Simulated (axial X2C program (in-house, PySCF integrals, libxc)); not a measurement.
## Bond lengths and stretching modes, held linear, of GaCN⁻

Computed with an in-house all-electron X2C program for linear molecules (integrals from PySCF): two-component X2C with atomic mean-field Coulomb and Gaunt terms, Gaussian nuclei, basis Ga dyall-v3z, C dyall-v3z, N dyall-av3z with contracted cores. Spin-free rows use the one-electron spin-free X2C Hamiltonian.

Masses Ga 68.926, C 12.000, N 14.003 u. States: 2c Ω = 1/2 (beyond evenly filled blocks: ω = 1/2); spin-free M_S = 1/2, Λ = 1 (beyond evenly filled blocks: π+α).

HF, spin-free: energies above the lowest point

```csv
r(Ga–C) (Å),r(C–N) (Å),E (meV)
2.0767,1.1368,44.71
2.0767,1.1660,78.55
2.0767,1.1951,204.38
2.1300,1.1368,13.00
2.1300,1.1660,47.35
2.1300,1.1951,175.10
2.1300,1.2243,370.20
2.1832,1.1368,0.00
2.1832,1.1660,34.35
2.1832,1.1951,163.28
2.2365,1.1660,35.39
2.2365,1.2243,366.06
```

Q: Fit a quadratic surface with cubic terms in each bond: where is the minimum, and what are the two stretching wavenumbers?

A: At HF, spin-free: bonds 2.209 and 1.142 Å; harmonic stretches 241.3 and 2396.2 cm⁻¹; force constants 0.649, 21.8 and coupling 0.15 mdyn/Å.

The other levels and Hamiltonians give:

| Hamiltonian | level | r(Ga–C) (Å) | r(C–N) (Å) | lower stretch (cm⁻¹) | upper stretch (cm⁻¹) |
| --- | --- | --- | --- | --- | --- |
| 2c | PBE0 | 2.136 | 1.165 | 279.1 | 2171.7 |
| 2c | HF | 2.210 | 1.142 | 239.7 | 2395.4 |
| 2c | B3LYP | 2.174 | 1.165 | 257.1 | 2144.6 |
| spin-free | PBE0 | 2.135 | 1.165 | 280.1 | 2171.4 |
| spin-free | B3LYP | 2.172 | 1.165 | 258.4 | 2144.3 |

Each state is one determinant, the lowest of a limited PBE0 search; the stretches come from a fit to these few points and carry an uncertainty of a few per cent. Other orders of the atoms were not compared. Left out for rough or failed fits: MP2 2c, MP2 spin-free. For an anion the highest level of a functional can be positive, and the basis then holds the extra electron. The molecule was held linear; bending was not examined, so a bent shape may lie lower. Note: functional without a current term on a determinant with orbital currents, of the molecule or an atom.
